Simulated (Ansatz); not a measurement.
(CsI)n off: gap (eV) at several levels, gas phase, relaxed structures; Ansatz. Clusters are the lowest isomers that short searches found in that spin, judged at the geometry's level. Core potentials for Cs, I in the def2 sets, no spin–orbit coupling. HOMO and LUMO are taken over both spins. The structures are stationary points that may keep the symmetry of their start. Remarks come from the PBE and PBE0 runs and from stability tests at other levels; not every state was tested. HOMO above LUMO (over both spins in singlets and doublets, within one spin in higher multiplets; at PBE or PBE0), or a gap under 0.15 eV within one spin, warns that the state may not be the lowest or that an electron is smeared out.

```json
{"species": "Cs2I", "state": "doublet", "geometry": "PBE-D4/def2-TZVP", "PBE-D4/def2-SVP": "0.46", "PBE-D4/def2-TZVP": "0.50", "r2SCAN-D4/def2-TZVP": "0.77", "r2SCANh-D4/def2-TZVP": "0.97", "PBE0-D4/def2-SVP": "1.31", "PBE0-D4/def2-TZVP": "1.35", "remarks": "–"}
{"species": "Cs3I2", "state": "doublet", "geometry": "PBE-D4/def2-SVP", "PBE-D4/def2-SVP": "0.29", "PBE-D4/def2-TZVP": "0.32", "r2SCAN-D4/def2-TZVP": "0.57", "r2SCANh-D4/def2-TZVP": "0.64", "PBE0-D4/def2-SVP": "0.96", "PBE0-D4/def2-TZVP": "1.00", "remarks": "–"}
{"species": "Cs3I4", "state": "doublet", "geometry": "PBE0-D4/def2-SVP", "PBE-D4/def2-SVP": "0.00", "PBE-D4/def2-TZVP": "0.07", "r2SCAN-D4/def2-TZVP": "0.39", "r2SCANh-D4/def2-TZVP": "1.04", "PBE0-D4/def2-SVP": "1.62", "PBE0-D4/def2-TZVP": "1.76", "remarks": "near-degenerate levels, gap within one spin near zero"}
```

Over the 3 species that have every level, the mean is 0.25 at PBE-D4/def2-SVP, 0.30 at PBE-D4/def2-TZVP, 0.58 at r2SCAN-D4/def2-TZVP, 0.88 at r2SCANh-D4/def2-TZVP, 1.30 at PBE0-D4/def2-SVP, 1.37 at PBE0-D4/def2-TZVP. Orbital gaps grow with the share of exact exchange and aren't one observable across functionals.
